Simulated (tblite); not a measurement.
Compound: C₄H₈O₂S₂Si.
Geometry (GFN2-xTB, Å), atoms numbered from 1 in this order:
```
atom  x, y, z in Å
C1    -2.416    0.128   -0.969
C2    -1.575   -1.135   -0.976
O3    -0.220   -0.856   -0.692
Si4    0.410   -0.354    0.691
O5    -0.549   -0.870    1.899
S6     0.756    1.768    0.826
C7     2.494    1.657    0.927
C8     3.166    0.509    0.931
S9     2.423   -1.066    0.834
H10   -3.440   -0.106   -1.244
H11   -2.404    0.572    0.023
H12   -2.012    0.849   -1.676
H13   -1.581   -1.606   -1.962
H14   -1.946   -1.843   -0.231
H15   -0.342   -0.727    2.821
H16    2.989    2.611    0.986
H17    4.240    0.480    0.993
```

Computed with GFN2-xTB (tblite): harmonic, unscaled wavenumbers at the GFN2-xTB geometry, gas phase. This tight-binding method is rough: wavenumbers can miss measured ones by several per cent, in bad cases by 10 to 20. One conformer, not necessarily the lowest.

Harmonic wavenumbers (cm⁻¹): 31.7, 52.3, 66.7, 107.4, 134.8, 203.7, 216.7, 218.7, 246.5, 311.4, 346.7, 368.4, 435.0, 477.3, 510.4, 606.7, 697.6, 723.1, 774.9, 807.1, 811.4, 814.5, 834.0, 894.6, 993.8, 1095.1, 1128.9, 1141.5, 1151.8, 1220.8, 1252.0, 1327.6, 1399.6, 1466.4, 1475.7, 1491.1, 1596.1, 2948.0, 2958.8, 3042.1, 3046.8, 3051.0, 3105.4, 3116.2, 3637.6.

A = 1691, B = 781.4, C = 652.0 MHz; mass 179.973 u (most abundant isotopes); point group C1, symmetry number 1.

Problem. What is the zero-point energy?

Solution. ½Σν̃ = 26169 cm⁻¹ = 74.82 kcal/mol.

Problem. Entropy at 298.15 K, 1 bar (ideal gas, RRHO, classical rotation)?

Solution. Translation 41.50, rotation 30.30, vibration 37.17: S = 109.0 cal/(mol K).

Problem. And Cp and H(298.15 K) − H(0)?

Solution. Cp = 42.31 cal/(mol K), of which vibrations give 34.36 (their classical limit is 45 R = 89.4); H(298.15 K) − H(0) = 7.93 kcal/mol without the zero-point energy, 5.56 from vibrations.

Problem. How do the functions run with temperature in this model?

Solution. 
| T (K) | S (cal/(mol K)) | Cp (cal/(mol K)) | H − H(0) (kcal/mol) | G − H(0) (kcal/mol) | ln q(vib) |
| --- | --- | --- | --- | --- | --- |
| 50 | 62.9 | 15.1 | 0.56 | -2.58 | 1.00 |
| 100 | 75.5 | 21.8 | 1.49 | -6.06 | 2.72 |
| 373.15 | 119.2 | 48.8 | 11.35 | -33.12 | 11.64 |
| 500 | 134.8 | 57.7 | 18.13 | -49.25 | 15.37 |
| 750 | 160.6 | 69.3 | 34.13 | -86.28 | 22.07 |
| 1000 | 181.6 | 76.7 | 52.45 | -129.13 | 28.01 |

q(vib) and H(0) count from the zero-point level.

Problem. Blend soft modes into free rotors: weight 1/[1 + (100 cm⁻¹/ν̃)⁴] for the oscillator and the rest for a rotor with moment μB/(μ + B), μ = h/(8π²ν), B = 10⁻⁴⁴ kg m². What vibrational entropy results?

Solution. 33.22 cal/(mol K) in place of 37.17, which changes −T·S at 298.15 K by +1.18 kcal/mol.

Hindered rotation and anharmonicity are outside this model. Other conformers, if any are populated, would add a mixing term that is left out. The structure is chiral; the term R ln 2 for an equal mix with its mirror image is left out.

Hardware: one thread, Arm Neoverse N1 (aarch64) (shared host). Cost: 1.5 s of wall time. The figure is for the frequency step alone.
